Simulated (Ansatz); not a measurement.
A nudged elastic band was laid between two geometries of GaH5N2O + H2 (11 atoms, charge 0, multiplicity 1).

Computed with RKS revPBE-D4/def2-SVP (Ansatz).

```
movable images  : 5
climbing image  : yes
spring          : 5.0 eV/Å²
optimiser       : quadratic models (default)
start path      : through a guess of the saddle point
force threshold : 0.05 eV/Å
iteration limit : 60
end points      : relaxed
```

Image 0:

```xyz
11
Properties=species:S:1:pos:R:3
Ga -0.035 -0.244 -0.227
O 0.097 -0.067 1.582
H -0.777 0.022 2.001
N 1.566 -0.115 -1.119
H 1.663 -0.547 -2.041
H 2.412 -0.289 -0.568
N -1.685 -0.214 -1.056
H -2.479 -0.615 -0.547
H -1.728 -0.528 -2.031
H 0.065 3.110 1.996
H 0.141 2.350 1.906
```

Image 6:

```xyz
11
Properties=species:S:1:pos:R:3
Ga 0.192 0.880 -0.309
O -0.118 0.083 1.784
H -0.962 -0.188 1.274
N 1.587 -0.039 -1.119
H 1.558 -1.062 -1.071
H 2.538 0.261 -0.882
N -1.508 -0.028 -0.403
H -1.539 -0.841 -1.032
H -2.313 0.561 -0.648
H 0.209 2.439 -0.083
H -0.407 0.797 2.383
```

**Question.** What changes between the two ends?

**Answer.** Bonds broken: H10–H11. Bonds formed: Ga1–H10, O2–H11. GaH5N2O + H2 becomes GaH7N2O.

**Question.** Give the energies along the band, and the barrier.

**Answer.** It converged. The highest image is number 3 of 0 to 6, 21.9 kcal/mol above the first end and 28.6 kcal/mol above the last; the last end lies 6.7 kcal/mol below the first. A vibrational analysis at the climbing image gives one clearly imaginary mode, 1090i cm⁻¹: a first-order saddle point. The orbitals stay closed-shell, which can raise the energy where a bond breaks towards radicals; this wasn't checked here.

```tsv
image	path coordinate (Å)	energy (kcal/mol)	H10–H11 (Å)	Ga1–H10 (Å)	O2–H11 (Å)
0	0.00	0.0	0.77	4.02	2.44
1	1.01	0.3	0.77	3.44	2.43
2	2.02	3.0	0.77	2.68	2.16
3	3.03	21.9	1.04	1.92	1.28
4	4.13	4.3	2.07	1.60	0.98
5	5.23	-2.4	2.60	1.58	0.98
6	6.32	-6.7	3.03	1.58	0.98
```

**Question.** What is the geometry of the highest image?

**Answer.** 
```xyz
11
Properties=species:S:1:pos:R:3
Ga -0.012 0.334 -0.174
O 0.021 0.086 1.833
H -0.868 -0.069 2.213
N 1.569 0.144 -1.120
H 1.751 -0.807 -1.461
H 2.400 0.456 -0.604
N -1.709 0.065 -0.850
H -2.389 -0.447 -0.283
H -1.782 -0.239 -1.825
H 0.170 2.028 0.706
H 0.087 1.312 1.460
```

**Question.** What are the harmonic wavenumbers there?

**Answer.** 1090i, 137, 139, 165, 196, 212, 296, 330, 452, 522, 544, 635, 674, 695, 776, 797, 821, 1360, 1486, 1497, 1656, 1700, 3442, 3472, 3540, 3575, 3677 cm⁻¹.

The run took 100 s on 4 threads of Arm Neoverse V2, with other jobs on the host, peak memory 0.14 GiB.
